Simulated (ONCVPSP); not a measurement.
rubidium: one change to an ONCV potential, before and after

* Element: Rb
* Generator: ONCVPSP 4.0.1
* Type: optimised norm-conserving Vanderbilt (ONCV)
* Functional: PBE
* Relativity: scalar-relativistic
* Frozen core: [Ar] 3d10 4s2
* Valence charge: 7
* Reference configuration: 4p6 5s1
* Partial waves: 5s: rc 3.70 bohr, ncon 3, nbas 8, qcut 1.4 1/bohr, 1 projector; 4p: rc 1.75 bohr, ncon 4, nbas 7, qcut 3.8 1/bohr, 2 projectors, debl 1.5 Ha; d scattering state at 0.23 Ha: rc 3.40 bohr, ncon 4, nbas 7, qcut 2.7 1/bohr, 2 projectors, debl 2 Ha
* Local potential: polynomial inside 1.45 bohr (lpopt 5, dvloc0 2 Ha)
* Core correction: Teter function, fcfact 6, rcfact 1.4

All-electron outer shells of the reference configuration (PBE, scalar-relativistic, ld1.x):

```
shell  level (eV)  outermost node (bohr)  outermost maximum (bohr)
   4s      -31.89                   0.62                      1.25
   4p      -15.96                   0.64                      1.42
   5s       -2.23                   1.79                      4.38
```

Change: core [Kr], valence charge 1; reference 4d0.5 5s0.5; waves now 5s: rc 3.80 bohr, ncon 4, nbas 9, qcut 1.9 1/bohr, 2 projectors, debl 1.8 Ha; p scattering state at 0.27 Ha: rc 3.10 bohr, ncon 4, nbas 8, qcut 2.3 1/bohr, 2 projectors, debl 2.8 Ha; 4d: rc 4.00 bohr, ncon 3, nbas 7, qcut 2.3 1/bohr, 2 projectors, debl 3.6 Ha; local potential polynomial inside 2.95 bohr (lpopt 4, dvloc0 3 Ha).

Cutoffs: the cutoffs (Ha) at which the residual kinetic energy of the hardest occupied pseudo-wave falls to 1 and 0.1 mHa per electron; they do not see the model core or the augmentation charge, which bear on the density cutoff. Errors are all-electron minus pseudo energies relative to the spin-unpolarised reference configuration.

**Question.** What does the change do?

**Answer.** The potential gets softer (18 Ha and 44 Ha → 2.4 Ha and 7.0 Ha); the bound ghost in s disappears; the number of tests with a reliable result goes from 3 to 2. The shells moved into the core no longer need plane waves of their own. Several settings change at once here, so the effects cannot be laid on one of them.

| quantity | base | changed |
| --- | --- | --- |
| cutoff, loose | 18 Ha | 2.4 Ha |
| cutoff, tight | 44 Ha | 7.0 Ha |
| bound ghosts | s | none |
| GHOST(+) flags under 300 eV | d at 216.2 eV | s at 181.0 eV |
| tests with a reliable result | 3 of 4 | 2 of 4 |
| rms error of d²Exc/dni dnj with the model core, mHa | 0.53 | 2.37 |

Changed file: The cutoffs count occupied waves only; projector 2 of the p channel, the hardest unoccupied one, needs 29 Ha at the loose tolerance. A true bound ghost makes a file unfit for plane-wave use even where its test errors are small: the radial tests pick states by their node count and pass the ghost by.
